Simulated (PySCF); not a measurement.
# Basis-set dependence of BAs⁻ at PBE0

PySCF, UKS reference; doublet, unpaired electrons σ ↑; De to B + As⁻ without counterpoise correction.

```
         basis     relativity  functions  Re (Å)  ωe (cm⁻¹)  De (eV)  μ (D)
     def2-SVPD  no relativity         58   1.795        914      n/a   2.39
aug-cc-pVDZ-DK  spin-free X2C         59   1.805        885     4.78   2.35
   def2-TZVPPD  no relativity         91   1.795        897      n/a   2.35
```

**Question.** How does each smaller set differ from the one with most functions, def2-TZVPPD?

**Answer.** def2-SVPD: +0.0 pm, +1.9 % in ωe; aug-cc-pVDZ-DK: +1.0 pm, -1.3 % in ωe. All at PBE0; the set with most functions is neither the basis-set limit nor always the best. The rows treat relativity differently, so the differences are not basis effects alone.

A positive dipole points towards As; it is taken about the centre of mass and depends on that origin. Spin–orbit coupling is left out. For an ion De counts to the pair picked by the measured ionisation energies or electron affinities, which need not be the lowest pair at this level. The state is the lowest determinant that a PBE0 search found; another state may lie lower at other levels.
